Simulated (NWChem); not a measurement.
Species: ZrN₂H₆; SMILES [NH2][ZrH2][NH2]

```xyz
9

Zr    -0.3153     0.0060     0.0000
N      0.7884    -0.0367     1.6813
H      0.4272    -0.3761     2.5739
H      1.7450     0.2798     1.8297
N      0.7884    -0.0367    -1.6813
H      0.4272    -0.3761    -2.5739
H      1.7450     0.2798    -1.8297
H     -1.7123    -1.2524     0.0000
H     -1.0582     1.7190     0.0000
```
Atoms are numbered in this order, from 1.

Structure relaxed at the PBE0/def2-SVP level. def2 effective core potentials on Zr; no spin-orbit coupling.

Symmetry labels are those of Cs in the frame above (b1 and b2, or b-type labels, depend on it).

Task: List the 4 lowest vertical singlet excitations from PBE/def2-SVP with def2 effective core potentials on Zr, full TDDFT (NWChem).

Result: 
```tsv
state	energy (eV)	oscillator strength	symmetry	leading excitation (squared amplitude)
S1	3.91	0.002	a'	HOMO → LUMO (0.98)
S2	4.36	0.008	a"	HOMO−1 → LUMO (0.97)
S3	4.40	0.006	a'	HOMO−2 → LUMO (0.56)
S4	4.65	0.032	a'	HOMO−3 → LUMO (0.54)
```
